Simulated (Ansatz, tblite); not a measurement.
Cost and result up the ladder for TeAs2⁺ (the lowest doublet isomer of a short search) (3 atoms). Charge 1, multiplicity 2. Geometry: PBE-D4/def2-TZVP.

```xyz
3

As   -0.763    0.952   -0.660
As   -0.437   -0.217    1.298
Te    1.200   -0.735   -0.638
```

Ansatz on 2 threads of Arm Neoverse V1 on a shared host; xTB runs through tblite on one thread. Times are rough, summed over both states, and most runs start from the orbitals of an earlier one. RPA@PBE/def2-TZVP serves as the yardstick here, not as an exact answer. Differences are given only for rows in sets of like size (and for xTB, whose basis is part of the method), since another set adds its own error. The other state is a quartet at its own geometry.

In the def2 sets Te takes a core potential; there is no spin–orbit coupling. The xTB rows come from tblite. LC-ωPBE has ω = 0.4 bohr⁻¹. Correlated methods freeze 22 core orbitals; core or outer-core shells of As, Te are correlated, in sets that lack core-valence functions. The rows differ in basis, and correlated rows in double-zeta sets carry the largest basis error. In CCSD on the charge 1 doublet the largest single amplitude is 0.27, so its Hartree–Fock determinant may place the open shell otherwise than the density functionals do. The structure comes from a short search, and lower isomers may exist.

Run but left out: HF/def2-SVP, HF/def2-TZVP, MP2/def2-SVP, MP2/def2-TZVP (doublet: ⟨S²⟩ 1.28, where a pure state has 0.75).

Correlated methods converge slowly with the basis, most of all in double-zeta sets.

xTB has no spin-polarisation term.

```
                             level  functions  wall time
                          GFN1-xTB         27    0.007 s
                          GFN2-xTB         27    0.007 s
                  PBE-D4/def2-TZVP        146      8.8 s
                 RPA@PBE/def2-TZVP        146       16 s
                 PBE0-D4/def2-TZVP        146       20 s
            CAM-B3LYP-D4/def2-TZVP        146       24 s
                BHLYP-D4/def2-TZVP        146       25 s
               r2SCAN-D4/def2-TZVP        146       26 s
                  CCSD(T)/def2-SVP         90       28 s
                 LC-ωPBE/def2-TZVP        146       30 s
r2SCANh-D4/def2-TZVP (with forces)        146       33 s
```

Q: Estimate what each level gives for the quartet − doublet (eV).

A: 
```
                             level  quartet − doublet (eV)  difference from RPA@PBE/def2-TZVP (eV)                                                              remarks
                          GFN1-xTB                    2.25                                    0.18                                                                    –
                          GFN2-xTB                    2.22                                    0.15                                                                    –
                  PBE-D4/def2-TZVP                    2.09                                    0.02                                                                    –
                 RPA@PBE/def2-TZVP                    2.07                                    0.00                                                                    –
                 PBE0-D4/def2-TZVP                    1.96                                   -0.11                                                                    –
            CAM-B3LYP-D4/def2-TZVP                    1.91                                   -0.16                                                                    –
                BHLYP-D4/def2-TZVP                    1.82                                   -0.25                                                                    –
               r2SCAN-D4/def2-TZVP                    2.02                                   -0.05                                                                    –
                  CCSD(T)/def2-SVP                    1.99                                       –  large T1 (0.046) (doublet), spin-contaminated (⟨S²⟩ 1.28) (doublet)
                 LC-ωPBE/def2-TZVP                    1.79                                   -0.28                              spin-contaminated (⟨S²⟩ 0.84) (doublet)
r2SCANh-D4/def2-TZVP (with forces)                    1.97                                   -0.10                                                                    –
```
